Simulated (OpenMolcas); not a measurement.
## Rh3+: moving or changing the point charges

Rh3+ among 4 point charges of -2.5 e arranged as a tetrahedron (Td), 2.19 Å from the ion.
```
   1.2644    1.2644    1.2644  -2.50
   1.2644   -1.2644   -1.2644  -2.50
  -1.2644    1.2644   -1.2644  -2.50
  -1.2644   -1.2644    1.2644  -2.50
```

```json
{
 "Program": "OpenMolcas",
 "Method": "CASSCF",
 "Basis": "ANO-RCC-VTZP [7s6p4d2f1g]",
 "Scalar Hamiltonian": "DKH2, point nucleus",
 "Active space": "6 electrons in 5 orbitals (4d)",
 "State averaging": "2S+1 = 5 even, 5 roots; 2S+1 = 3 even, 45 roots; 2S+1 = 1 even, 50 roots",
 "Spin-orbit coupling": "state interaction with AMFI integrals over the reference wave functions"
}
```

Runs around this geometry, states (labels of Td). Energies in cm-1 above the lowest state or level, χT in cm3 K/mol; 10Dq and B are least-squares fits to the states below 45000 cm-1, weighted by degeneracy, with a free offset, and given where the rms deviation is under 5 % of |10Dq| (or 100 cm-1) and under 700 cm-1; 10Dq is negative for this site.

| R (Å) | q (e) | Ground state | First state of that spin | 10Dq | B (rms of fit) | First gap with spin-orbit (degeneracies) | χT at 300 K | First state of another spin |
| --- | --- | --- | --- | --- | --- | --- | --- | --- |
| 2.19 | -1.25 | 5E | 5T2 1353 |  |  | 86.5 (1, 3) | 5.166 | 3T1 19166 |
| 2.08 | -2.5 | 5E | 5T2 2784 | -2672 | 944 (48) | 111.4 (1, 3) | 4.511 | 3T1 18303 |
| 2.19 | -2.5 | 5E | 5T2 2289 | -2181 | 948 (36) | 107.3 (1, 3) | 4.711 | 3T1 18662 |
| 2.38 | -2.5 | 5E | 5T2 1630 |  |  | 95.2 (1, 3) | 5.022 | 3T1 19032 |

Taking the first state of the same spin as R^-n, n = -ln(1630 / 2784) / ln(2.38 / 2.08) = 4.0 between the shortest and longest distance.

Scaling the charges by -1.25 / -2.5 = 0.50 scales the first state of the same spin by 1353 / 2289 = 0.59; with fixed orbitals a first-order splitting would follow the charge.

An orbital doublet at a regular site is open to a Jahn-Teller distortion, which this geometry leaves out. Without dynamic correlation the repulsion within the d shell is too large (B by tens of per cent), so at a given field states of lower spin stand too high. Point charges give a weaker field than real ligands, and real ions of this kind are as a rule low spin; the high spin found here belongs to the model. The ground term spreads over less than 5000 cm-1, several times less than with real ligands, so orbital moments are less quenched and χT lies further from the spin-only value than at real sites. Point charges carry no covalency, so the field is a model and not that of real ligands. No measured value stands beside these numbers.
